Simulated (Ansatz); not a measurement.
Isomers of H4Cl2Si2. All species are isolated molecules in the gas phase. One relaxed conformer stands for each flexible species; it need not be the lowest. Strings in code marks are SMILES.

Quantity: electronic energy of isomers of H4Cl2Si2 relative to `[SiH3][SiH](Cl)Cl`, in kcal/mol.

Case: `Cl[SiH2][SiH2]Cl` (Cl–Si–Si–Cl torsion 180°). Geometry of `Cl[SiH2][SiH2]Cl` (neutral, multiplicity 1, Å):

```xyz
8

Cl     2.2456    -1.4020     0.3739
Si     1.1267     0.3146     0.0371
Si    -1.1267    -0.3146    -0.0371
Cl    -2.2456     1.4020    -0.3740
H      1.3858     1.2628     1.1413
H      1.5628     0.9102    -1.2436
H     -1.5628    -0.9102     1.2437
H     -1.3858    -1.2628    -1.1412
```

Problem. What is the computed electronic energy of isomers of H4Cl2Si2 relative to `[SiH3][SiH](Cl)Cl` (frozen-core CCSD(T)/cc-pVTZ // B3LYP-D3(BJ)/def2-TZVP (Ansatz, a program for electronic structure))?

Solution. 2.03 kcal/mol.
